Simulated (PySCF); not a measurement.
CH₄Se₂, singlet, geometry from GFN2-xTB. Base run: CAMB3LYP/6-31G, polarisability in PySCF.

PySCF was given this input:
```python
from pyscf import gto, scf, dft
from pyscf.prop import polarizability

mol = gto.M(
    atom='''
Se    0.33695253    0.70386482    0.64610752
C     2.10090504    0.47456001   -0.19888411
H     2.76259305    1.21101719    0.24666104
H     2.01213525    0.64797658   -1.26767546
H     2.47026803   -0.52848457   -0.00331231
Se   -0.90012708   -0.76940205   -0.58814127
H    -0.70249157   -1.94960310    0.24677916
''',
    basis='6-31g',
    verbose=4,
)

mf = dft.RKS(mol)
mf.xc = 'camb3lyp'
mf.kernel()
alpha = mf.Polarizability().polarizability()[2, 2]
print('alpha_zz =', alpha)
```

The base run was repeated with changes; each row names its change, and settings that it needs were set with it.

| change | alpha_zz (bohr³) | basis functions | core-seconds (rough) |
|---|---|---|---|
| base | 44.07 | 71 | 50 |
| functional = hf | 44.39 | 71 | 3 |
| finite field (a.u.) = 2e-4; conv_tol = 1e-11 | 44.07 | 71 | 60 |
| finite field (a.u.) = 0.001; conv_tol = 1e-6 | 44.18 | 71 | 40 |
| basis = STO-3G | 18.28 | 45 | 10 |
| finite field (a.u.) = 0.02; conv_tol = 1e-11 | 44.09 | 71 | 80 |
| basis = aug-cc-pVDZ | 62.22 | 131 | 200 |
| basis = cc-pVDZ | 44.75 | 88 | 60 |
| finite field (a.u.) = 0.005; conv_tol = 1e-11 | 44.07 | 71 | 80 |
| basis = def2-SVPD | 63.03 | 134 | 100 |
| functional = pbe | 44.97 | 71 | 10 |
| basis = 6-31G* | 47.08 | 86 | 90 |

Finite-field rows take the second difference of the energy in a field along z; a small field with loose convergence shows SCF noise divided by the square of the field, and a large one adds hyperpolarisability.
